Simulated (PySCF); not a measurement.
Ranking problems on computed properties.

All species are isolated and taken at one optimised geometry, non-relativistic unless stated. Electronic properties by PySCF.

Dipoles, sizes and rotational constants follow the conformer. The torsions of the flexible species, by atom-mapped SMILES:
- `[CH3:1][NH:2][CH2:3][Si@@H:4]([NH2:5])[O:6][CH3:7]`: C1–N2–C3–Si4 65°, N2–C3–Si4–N5 39°, C3–Si4–O6–C7 178°, H–N5–Si4–C3 -62°, H–N5–Si4–C3 78°
- `[CH3:1][CH2:2][NH:3][Si@@H:4]([OH:5])[NH:6][CH3:7]`: C1–C2–N3–Si4 -80°, C2–N3–Si4–O5 177°, N3–Si4–N6–C7 -173°, H–O5–Si4–N3 58°
- `[CH3:1][C:2](=[O:3])[c:4]1[o:5][cH:6][p:7][c:8]1[SiH3:9]`: C1–C2–C4–O5 0°
- `[CH2:1]=[CH:2][PH:3][CH2:4][CH3:5]`: C1–C2–P3–C4 120°, C2–P3–C4–C5 -168°
- `[CH2:1]=[CH:2]/[C:3]([C:4]#[N:5])=[CH:6]/[SiH3:7]`: C1–C2–C3–C4 0°
- `[CH3:1][CH2:2][Si:3]([NH2:4])([NH2:5])[O:6][CH3:7]`: C1–C2–Si3–N4 -176°, C2–Si3–O6–C7 -60°, H–N4–Si3–C2 170°, H–N4–Si3–C2 -57°, H–N5–Si3–C2 178°, H–N5–Si3–C2 -50°
- `[CH3:1][SiH2:2][Si@@H:3]([F:4])[Cl:5]`: C1–Si2–Si3–F4 -117°
- `[F:1][SiH2:2][SiH2:3][CH2:4][Cl:5]`: F1–Si2–Si3–C4 55°, Si2–Si3–C4–Cl5 177°
- `[CH2:1]=[CH:2][P:3]([CH3:4])[CH3:5]`: C1–C2–P3–C4 32°

The conformers of `COCC[SiH](N)N` aren't listed.

**Question.** Rank by HOMO–LUMO gap, lowest first (CAM-B3LYP/def2-SVPD at GFN2-xTB geometries).
A. `Fc1cc[o+]c(F)c1F`
B. `CNC[Si@@H](N)OC`
C. `CCN[Si@@H](O)NC`
D. `COCC[SiH](N)N`
E. `CC(=O)C1=C([SiH3])P=CO1`

**Answer.** E (7.40 eV), A (8.02 eV), B (8.31 eV), C (9.21 eV), D (9.69 eV).

**Question.** By how much do the two ends of that ranking differ?

**Answer.** By 2.29 eV, between `COCC[SiH](N)N` and `CC(=O)c1ocpc1[SiH3]`.

**Question.** Rank by lowest triplet excitation (Tamm–Dancoff), lowest first (TDA CAM-B3LYP/def2-SVPD at GFN2-xTB geometries).
A. `COCC[SiH](N)N`
B. `CCN[Si@@H](O)NC`
C. `C=CPCC`
D. `CNC[Si@@H](N)OC`
E. `CC(=O)C1=C([SiH3])P=CO1`

**Answer.** E (2.97 eV), C (4.09 eV), D (5.15 eV), B (5.88 eV), A (6.18 eV).

**Question.** By how much do the two ends of that ranking differ?

**Answer.** By 3.21 eV, between `COCC[SiH](N)N` and `CC(=O)c1ocpc1[SiH3]`.

**Question.** Rank by dipole moment, highest first (CAM-B3LYP/def2-SVPD at GFN2-xTB geometries).
A. `CC[Si](N)(N)OC`
B. `C=CPCC`
C. `C[SiH2][Si@@H](F)Cl`
D. `C=C/C(C#N)=C/[SiH3]`
E. `CCN[Si@@H](O)NC`
F. `CC(=O)c1ocpc1[SiH3]`

**Answer.** D (3.65 D), F (3.28 D), C (2.38 D), E (1.71 D), B (1.22 D), A (0.46 D).

**Question.** Give the two extremes of that set in atomic units.

**Answer.** `CC[Si](N)(N)OC`: 0.18 au; `C=C/C(C#N)=C/[SiH3]`: 1.44 au.

**Question.** Rank by smallest rotational constant, highest first (GFN2-xTB).
A. `F[SiH2][SiH2]CCl`
B. `CC[Si](N)(N)OC`
C. `Fc1cc[o+]c(F)c1F`
D. `C=CPCC`
E. `C=CP(C)C`
F. `CC(=O)C1=C([SiH3])P=CO1`

**Answer.** E (2.404 GHz), D (1.784 GHz), B (1.430 GHz), C (1.013 GHz), A (0.794 GHz), F (0.686 GHz).

**Question.** Rank by electronic spatial extent ⟨r²⟩ about the centre of nuclear charge, lowest first (CAM-B3LYP/def2-SVPD at GFN2-xTB geometries).
A. `CCN[Si@@H](O)NC`
B. `C=C/C(C#N)=C/[SiH3]`
C. `CC[Si](N)(N)OC`
D. `Fc1cc[o+]c(F)c1F`
E. `CC(=O)c1ocpc1[SiH3]`
F. `C=CPCC`
G. `C[SiH2][Si@@H](F)Cl`

**Answer.** F (737 bohr²), D (981 bohr²), G (1016 bohr²), C (1048 bohr²), B (1131 bohr²), A (1248 bohr²), E (1603 bohr²).

**Question.** Rank by static isotropic polarisability, lowest first (CAM-B3LYP/def2-SVPD at GFN2-xTB geometries).
A. `CC[Si](N)(N)OC`
B. `Fc1cc[o+]c(F)c1F`
C. `C=C/C(C#N)=C/[SiH3]`
D. `COCC[SiH](N)N`
E. `CC(=O)c1ocpc1[SiH3]`
F. `P(C=C)CC`

**Answer.** B (57.6 au), F (76.9 au), A (80.2 au), D (83.8 au), C (95.4 au), E (113.9 au).

**Question.** Give the two extremes of that set as polarisability volumes in Å³.

**Answer.** `Fc1cc[o+]c(F)c1F`: 8.54 Å³; `CC(=O)c1ocpc1[SiH3]`: 16.88 Å³.
